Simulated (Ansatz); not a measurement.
Ansatz results at the PBE0-D4/def2-TZVP geometry: HOMO–LUMO gap (PBE0/def2-TZVPP) 6.08 eV; LUMO energy (PBE0/def2-TZVPP) -0.80 eV; LUMO energy (ωB97M-V/def2-TZVPP) 1.25 eV.

Each molecule was computed in one conformer, which needn't be the lowest.

Q: Which molecule gave them?
A. `C[N](C)[Zr]1234([CH3])([Cl])[C@H]5[C@@H]1[C@@H]2[C@@H]3[C@H]54`
B. `C[O][Zr]1234([CH3])([N](C)C)[C@@H]5[C@H]1[C@H]2[C@@]3([SiH3])[C@@H]54`
C. `F[C@@]12[C@H]3[C@H]4[C@H]5[C@@H]1[Li]4532`
D. `C[O][Ti]1234([O]C)([O]C)[C@H]5[C@@H]1[C@@H]2[C@@H]3[C@H]54`

A: D. The others give `C[N](C)[Zr]1234([CH3])([Cl])[C@H]5[C@@H]1[C@@H]2[C@@H]3[C@H]54`: 5.72, -0.91, 1.04; `F[C@@]12[C@H]3[C@H]4[C@H]5[C@@H]1[Li]4532`: 5.14, -0.81, -0.16; `C[O][Zr]1234([CH3])([N](C)C)[C@@H]5[C@H]1[C@H]2[C@@]3([SiH3])[C@@H]54`: 5.55, -0.55, 1.22.
